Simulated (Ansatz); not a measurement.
F₃H₃OSiTi (`[F][Ti]([F])([F])[O][SiH3]`). Charge 0, multiplicity 1.

```xyz
9

F    -1.725    2.103    0.666
Ti   -1.232    0.977   -0.579
F    -2.594   -0.022   -1.038
F    -0.658    1.861   -1.976
O     0.060   -0.045    0.036
Si    1.277   -1.012    0.602
H     2.477   -0.804   -0.244
H     0.831   -2.424    0.527
H     1.564   -0.634    2.006
```

Task: List the harmonic frequencies (cm⁻¹, unscaled) at PBE0-D4/def2-TZVP in Ansatz. (An estimate is asked.)

Result: The calculation gave: 16, 42, 42, 194, 194, 203, 236, 236, 494, 714, 714, 735, 794, 794, 950, 951, 957, 1076, 2244, 2251, 2252.

Task: Is this a minimum?

Result: Yes, all 21 modes are real.

Task: Give the ideal-gas thermochemistry at 298.15 K and 1 bar (rigid rotor, harmonic oscillator; point group C3v, symmetry number 3).

Result: Zero-point energy 96.2 kJ/mol; H(298) − E = 122.4 kJ/mol; entropy 408.0 J/(mol·K), of which translation 171.5, rotation 111.4, vibration 125.2; G(298) − E = 0.7 kJ/mol. Modes under 100 cm⁻¹ are hindered rotations or soft bends, so the harmonic entropy is rough.
